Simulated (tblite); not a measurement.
C4H6F2N (charge +1).
Numbering: `[CH3:1][C:2]#[N+:3][CH2:4][CH:5]([F:6])[F:7]` (hydrogens: H8, H9, H10 on C1; H11, H12 on C4; H13 on C5)
Bond orders are those of one Lewis drawing.

Computed with GFN2-xTB (tblite), gas phase: Langevin dynamics at 200 K from the optimised GFN2-xTB geometry, time step 0.5 fs, friction 0.01 fs⁻¹, 2000 steps. The instantaneous temperature is 2·E(kin)/(3Nk) with all 3N coordinates.

```json
{"t (fs)": "0", "T (K)": "167", "E(pot) above start (eV)": "0.000", "C1–C2 (Å)": "1.394", "C2≡N3 (Å)": "1.152", "N3–C4 (Å)": "1.387", "C4–C5 (Å)": "1.548", "C5–F6 (Å)": "1.344", "C1–H8 (Å)": "1.094", "N3–C4–C5–F6 (°)": "59"}
{"t (fs)": "25", "T (K)": "150", "E(pot) above start (eV)": "0.145", "C1–C2 (Å)": "1.396", "C2≡N3 (Å)": "1.159", "N3–C4 (Å)": "1.396", "C4–C5 (Å)": "1.577", "C5–F6 (Å)": "1.352", "C1–H8 (Å)": "1.102", "N3–C4–C5–F6 (°)": "58"}
{"t (fs)": "50", "T (K)": "168", "E(pot) above start (eV)": "0.113", "C1–C2 (Å)": "1.395", "C2≡N3 (Å)": "1.150", "N3–C4 (Å)": "1.378", "C4–C5 (Å)": "1.534", "C5–F6 (Å)": "1.354", "C1–H8 (Å)": "1.101", "N3–C4–C5–F6 (°)": "52"}
{"t (fs)": "75", "T (K)": "112", "E(pot) above start (eV)": "0.245", "C1–C2 (Å)": "1.408", "C2≡N3 (Å)": "1.160", "N3–C4 (Å)": "1.398", "C4–C5 (Å)": "1.526", "C5–F6 (Å)": "1.348", "C1–H8 (Å)": "1.118", "N3–C4–C5–F6 (°)": "44"}
{"t (fs)": "100", "T (K)": "164", "E(pot) above start (eV)": "0.228", "C1–C2 (Å)": "1.412", "C2≡N3 (Å)": "1.160", "N3–C4 (Å)": "1.365", "C4–C5 (Å)": "1.567", "C5–F6 (Å)": "1.331", "C1–H8 (Å)": "1.095", "N3–C4–C5–F6 (°)": "48"}
{"t (fs)": "125", "T (K)": "201", "E(pot) above start (eV)": "0.236", "C1–C2 (Å)": "1.413", "C2≡N3 (Å)": "1.161", "N3–C4 (Å)": "1.371", "C4–C5 (Å)": "1.539", "C5–F6 (Å)": "1.350", "C1–H8 (Å)": "1.083", "N3–C4–C5–F6 (°)": "48"}
{"t (fs)": "150", "T (K)": "154", "E(pot) above start (eV)": "0.244", "C1–C2 (Å)": "1.430", "C2≡N3 (Å)": "1.168", "N3–C4 (Å)": "1.374", "C4–C5 (Å)": "1.520", "C5–F6 (Å)": "1.371", "C1–H8 (Å)": "1.090", "N3–C4–C5–F6 (°)": "44"}
{"t (fs)": "175", "T (K)": "162", "E(pot) above start (eV)": "0.184", "C1–C2 (Å)": "1.403", "C2≡N3 (Å)": "1.146", "N3–C4 (Å)": "1.363", "C4–C5 (Å)": "1.550", "C5–F6 (Å)": "1.356", "C1–H8 (Å)": "1.079", "N3–C4–C5–F6 (°)": "47"}
{"t (fs)": "200", "T (K)": "142", "E(pot) above start (eV)": "0.309", "C1–C2 (Å)": "1.425", "C2≡N3 (Å)": "1.134", "N3–C4 (Å)": "1.378", "C4–C5 (Å)": "1.573", "C5–F6 (Å)": "1.330", "C1–H8 (Å)": "1.107", "N3–C4–C5–F6 (°)": "53"}
{"t (fs)": "225", "T (K)": "177", "E(pot) above start (eV)": "0.198", "C1–C2 (Å)": "1.423", "C2≡N3 (Å)": "1.148", "N3–C4 (Å)": "1.409", "C4–C5 (Å)": "1.576", "C5–F6 (Å)": "1.331", "C1–H8 (Å)": "1.100", "N3–C4–C5–F6 (°)": "54"}
{"t (fs)": "250", "T (K)": "214", "E(pot) above start (eV)": "0.250", "C1–C2 (Å)": "1.412", "C2≡N3 (Å)": "1.147", "N3–C4 (Å)": "1.371", "C4–C5 (Å)": "1.557", "C5–F6 (Å)": "1.343", "C1–H8 (Å)": "1.097", "N3–C4–C5–F6 (°)": "54"}
{"t (fs)": "275", "T (K)": "198", "E(pot) above start (eV)": "0.299", "C1–C2 (Å)": "1.406", "C2≡N3 (Å)": "1.168", "N3–C4 (Å)": "1.369", "C4–C5 (Å)": "1.554", "C5–F6 (Å)": "1.329", "C1–H8 (Å)": "1.080", "N3–C4–C5–F6 (°)": "58"}
{"t (fs)": "300", "T (K)": "211", "E(pot) above start (eV)": "0.320", "C1–C2 (Å)": "1.391", "C2≡N3 (Å)": "1.178", "N3–C4 (Å)": "1.387", "C4–C5 (Å)": "1.560", "C5–F6 (Å)": "1.351", "C1–H8 (Å)": "1.091", "N3–C4–C5–F6 (°)": "64"}
{"t (fs)": "325", "T (K)": "284", "E(pot) above start (eV)": "0.194", "C1–C2 (Å)": "1.398", "C2≡N3 (Å)": "1.159", "N3–C4 (Å)": "1.388", "C4–C5 (Å)": "1.556", "C5–F6 (Å)": "1.333", "C1–H8 (Å)": "1.082", "N3–C4–C5–F6 (°)": "63"}
{"t (fs)": "350", "T (K)": "209", "E(pot) above start (eV)": "0.276", "C1–C2 (Å)": "1.410", "C2≡N3 (Å)": "1.143", "N3–C4 (Å)": "1.391", "C4–C5 (Å)": "1.575", "C5–F6 (Å)": "1.358", "C1–H8 (Å)": "1.077", "N3–C4–C5–F6 (°)": "60"}
{"t (fs)": "375", "T (K)": "231", "E(pot) above start (eV)": "0.266", "C1–C2 (Å)": "1.416", "C2≡N3 (Å)": "1.131", "N3–C4 (Å)": "1.385", "C4–C5 (Å)": "1.581", "C5–F6 (Å)": "1.406", "C1–H8 (Å)": "1.082", "N3–C4–C5–F6 (°)": "55"}
{"t (fs)": "400", "T (K)": "150", "E(pot) above start (eV)": "0.279", "C1–C2 (Å)": "1.421", "C2≡N3 (Å)": "1.142", "N3–C4 (Å)": "1.418", "C4–C5 (Å)": "1.501", "C5–F6 (Å)": "1.340", "C1–H8 (Å)": "1.107", "N3–C4–C5–F6 (°)": "50"}
{"t (fs)": "425", "T (K)": "231", "E(pot) above start (eV)": "0.141", "C1–C2 (Å)": "1.393", "C2≡N3 (Å)": "1.155", "N3–C4 (Å)": "1.390", "C4–C5 (Å)": "1.528", "C5–F6 (Å)": "1.341", "C1–H8 (Å)": "1.084", "N3–C4–C5–F6 (°)": "46"}
{"t (fs)": "450", "T (K)": "173", "E(pot) above start (eV)": "0.251", "C1–C2 (Å)": "1.397", "C2≡N3 (Å)": "1.169", "N3–C4 (Å)": "1.401", "C4–C5 (Å)": "1.536", "C5–F6 (Å)": "1.347", "C1–H8 (Å)": "1.062", "N3–C4–C5–F6 (°)": "48"}
{"t (fs)": "475", "T (K)": "166", "E(pot) above start (eV)": "0.329", "C1–C2 (Å)": "1.380", "C2≡N3 (Å)": "1.165", "N3–C4 (Å)": "1.399", "C4–C5 (Å)": "1.514", "C5–F6 (Å)": "1.351", "C1–H8 (Å)": "1.105", "N3–C4–C5–F6 (°)": "49"}
{"t (fs)": "500", "T (K)": "207", "E(pot) above start (eV)": "0.289", "C1–C2 (Å)": "1.406", "C2≡N3 (Å)": "1.147", "N3–C4 (Å)": "1.443", "C4–C5 (Å)": "1.560", "C5–F6 (Å)": "1.330", "C1–H8 (Å)": "1.124", "N3–C4–C5–F6 (°)": "40"}
{"t (fs)": "525", "T (K)": "155", "E(pot) above start (eV)": "0.394", "C1–C2 (Å)": "1.382", "C2≡N3 (Å)": "1.136", "N3–C4 (Å)": "1.371", "C4–C5 (Å)": "1.604", "C5–F6 (Å)": "1.344", "C1–H8 (Å)": "1.094", "N3–C4–C5–F6 (°)": "27"}
{"t (fs)": "550", "T (K)": "222", "E(pot) above start (eV)": "0.325", "C1–C2 (Å)": "1.390", "C2≡N3 (Å)": "1.163", "N3–C4 (Å)": "1.380", "C4–C5 (Å)": "1.579", "C5–F6 (Å)": "1.321", "C1–H8 (Å)": "1.104", "N3–C4–C5–F6 (°)": "13"}
{"t (fs)": "575", "T (K)": "165", "E(pot) above start (eV)": "0.331", "C1–C2 (Å)": "1.395", "C2≡N3 (Å)": "1.160", "N3–C4 (Å)": "1.389", "C4–C5 (Å)": "1.536", "C5–F6 (Å)": "1.353", "C1–H8 (Å)": "1.101", "N3–C4–C5–F6 (°)": "13"}
{"t (fs)": "600", "T (K)": "169", "E(pot) above start (eV)": "0.243", "C1–C2 (Å)": "1.389", "C2≡N3 (Å)": "1.156", "N3–C4 (Å)": "1.401", "C4–C5 (Å)": "1.571", "C5–F6 (Å)": "1.359", "C1–H8 (Å)": "1.086", "N3–C4–C5–F6 (°)": "9"}
{"t (fs)": "625", "T (K)": "142", "E(pot) above start (eV)": "0.295", "C1–C2 (Å)": "1.375", "C2≡N3 (Å)": "1.132", "N3–C4 (Å)": "1.384", "C4–C5 (Å)": "1.594", "C5–F6 (Å)": "1.333", "C1–H8 (Å)": "1.094", "N3–C4–C5–F6 (°)": "11"}
{"t (fs)": "650", "T (K)": "144", "E(pot) above start (eV)": "0.338", "C1–C2 (Å)": "1.397", "C2≡N3 (Å)": "1.152", "N3–C4 (Å)": "1.427", "C4–C5 (Å)": "1.562", "C5–F6 (Å)": "1.343", "C1–H8 (Å)": "1.067", "N3–C4–C5–F6 (°)": "12"}
{"t (fs)": "675", "T (K)": "167", "E(pot) above start (eV)": "0.343", "C1–C2 (Å)": "1.390", "C2≡N3 (Å)": "1.161", "N3–C4 (Å)": "1.385", "C4–C5 (Å)": "1.567", "C5–F6 (Å)": "1.379", "C1–H8 (Å)": "1.098", "N3–C4–C5–F6 (°)": "6"}
{"t (fs)": "700", "T (K)": "174", "E(pot) above start (eV)": "0.520", "C1–C2 (Å)": "1.439", "C2≡N3 (Å)": "1.156", "N3–C4 (Å)": "1.351", "C4–C5 (Å)": "1.600", "C5–F6 (Å)": "1.345", "C1–H8 (Å)": "1.135", "N3–C4–C5–F6 (°)": "1"}
{"t (fs)": "725", "T (K)": "236", "E(pot) above start (eV)": "0.454", "C1–C2 (Å)": "1.448", "C2≡N3 (Å)": "1.150", "N3–C4 (Å)": "1.359", "C4–C5 (Å)": "1.564", "C5–F6 (Å)": "1.372", "C1–H8 (Å)": "1.106", "N3–C4–C5–F6 (°)": "7"}
{"t (fs)": "750", "T (K)": "228", "E(pot) above start (eV)": "0.391", "C1–C2 (Å)": "1.414", "C2≡N3 (Å)": "1.156", "N3–C4 (Å)": "1.350", "C4–C5 (Å)": "1.587", "C5–F6 (Å)": "1.365", "C1–H8 (Å)": "1.079", "N3–C4–C5–F6 (°)": "8"}
{"t (fs)": "775", "T (K)": "206", "E(pot) above start (eV)": "0.516", "C1–C2 (Å)": "1.418", "C2≡N3 (Å)": "1.166", "N3–C4 (Å)": "1.385", "C4–C5 (Å)": "1.598", "C5–F6 (Å)": "1.344", "C1–H8 (Å)": "1.063", "N3–C4–C5–F6 (°)": "9"}
{"t (fs)": "800", "T (K)": "338", "E(pot) above start (eV)": "0.429", "C1–C2 (Å)": "1.399", "C2≡N3 (Å)": "1.157", "N3–C4 (Å)": "1.387", "C4–C5 (Å)": "1.550", "C5–F6 (Å)": "1.296", "C1–H8 (Å)": "1.084", "N3–C4–C5–F6 (°)": "11"}
{"t (fs)": "825", "T (K)": "259", "E(pot) above start (eV)": "0.497", "C1–C2 (Å)": "1.378", "C2≡N3 (Å)": "1.140", "N3–C4 (Å)": "1.396", "C4–C5 (Å)": "1.573", "C5–F6 (Å)": "1.388", "C1–H8 (Å)": "1.085", "N3–C4–C5–F6 (°)": "26"}
{"t (fs)": "850", "T (K)": "274", "E(pot) above start (eV)": "0.555", "C1–C2 (Å)": "1.390", "C2≡N3 (Å)": "1.152", "N3–C4 (Å)": "1.453", "C4–C5 (Å)": "1.527", "C5–F6 (Å)": "1.376", "C1–H8 (Å)": "1.079", "N3–C4–C5–F6 (°)": "29"}
{"t (fs)": "875", "T (K)": "366", "E(pot) above start (eV)": "0.392", "C1–C2 (Å)": "1.388", "C2≡N3 (Å)": "1.146", "N3–C4 (Å)": "1.413", "C4–C5 (Å)": "1.545", "C5–F6 (Å)": "1.346", "C1–H8 (Å)": "1.119", "N3–C4–C5–F6 (°)": "39"}
{"t (fs)": "900", "T (K)": "191", "E(pot) above start (eV)": "0.688", "C1–C2 (Å)": "1.397", "C2≡N3 (Å)": "1.153", "N3–C4 (Å)": "1.426", "C4–C5 (Å)": "1.545", "C5–F6 (Å)": "1.285", "C1–H8 (Å)": "1.127", "N3–C4–C5–F6 (°)": "48"}
{"t (fs)": "925", "T (K)": "297", "E(pot) above start (eV)": "0.390", "C1–C2 (Å)": "1.397", "C2≡N3 (Å)": "1.155", "N3–C4 (Å)": "1.418", "C4–C5 (Å)": "1.520", "C5–F6 (Å)": "1.349", "C1–H8 (Å)": "1.110", "N3–C4–C5–F6 (°)": "57"}
{"t (fs)": "950", "T (K)": "267", "E(pot) above start (eV)": "0.386", "C1–C2 (Å)": "1.383", "C2≡N3 (Å)": "1.165", "N3–C4 (Å)": "1.419", "C4–C5 (Å)": "1.575", "C5–F6 (Å)": "1.387", "C1–H8 (Å)": "1.094", "N3–C4–C5–F6 (°)": "59"}
{"t (fs)": "975", "T (K)": "302", "E(pot) above start (eV)": "0.392", "C1–C2 (Å)": "1.385", "C2≡N3 (Å)": "1.157", "N3–C4 (Å)": "1.398", "C4–C5 (Å)": "1.568", "C5–F6 (Å)": "1.367", "C1–H8 (Å)": "1.084", "N3–C4–C5–F6 (°)": "64"}
{"t (fs)": "1000", "T (K)": "312", "E(pot) above start (eV)": "0.374", "C1–C2 (Å)": "1.380", "C2≡N3 (Å)": "1.151", "N3–C4 (Å)": "1.392", "C4–C5 (Å)": "1.540", "C5–F6 (Å)": "1.339", "C1–H8 (Å)": "1.103", "N3–C4–C5–F6 (°)": "64"}
```

**Question.** From 500 fs on, how do temperature and potential energy compare with equipartition?

**Answer.** The mean temperature of these 21 frames is 229 K against the target 200 K, and the mean potential energy 0.41 eV against 33 × kT/2 = 0.28 eV for 33 classical harmonic modes. For 13 atoms in a canonical ensemble the temperature itself scatters by T·√(2/(3N)) = 45 K; here its standard deviation is 65 K. The whole run lasts only 10 friction times of 100 fs, so these averages carry a wide statistical error.

**Question.** What are the kinetic and total energies of the listed frame with the highest potential energy?

**Answer.** The one at 900 fs, 0.688 eV above the start. Its kinetic energy is 3NkT/2 = 0.320 eV at 191 K, so the sum is 1.01 eV; over the listed frames the sum runs from 0.28 to 1.01 eV, since the thermostat adds and removes energy.

**Question.** How much do the listed bonds fluctuate from 500 fs on?

**Answer.** 
```json
{"bond": "C1–C2", "at the start (Å)": "1.394", "mean (Å)": "1.397", "standard deviation (Å)": "0.018"}
{"bond": "C2≡N3", "at the start (Å)": "1.152", "mean (Å)": "1.153", "standard deviation (Å)": "0.009"}
{"bond": "N3–C4", "at the start (Å)": "1.387", "mean (Å)": "1.396", "standard deviation (Å)": "0.027"}
{"bond": "C4–C5", "at the start (Å)": "1.548", "mean (Å)": "1.565", "standard deviation (Å)": "0.023"}
{"bond": "C5–F6", "at the start (Å)": "1.344", "mean (Å)": "1.349", "standard deviation (Å)": "0.026"}
{"bond": "C1–H8", "at the start (Å)": "1.094", "mean (Å)": "1.097", "standard deviation (Å)": "0.019"}
```

The motion is classical and holds no zero-point motion.

The cost below is that of the whole dynamics run. On Arm Neoverse N1, one thread, no GPU (shared host), this took 13 s and 0.18 GiB of memory at its peak.
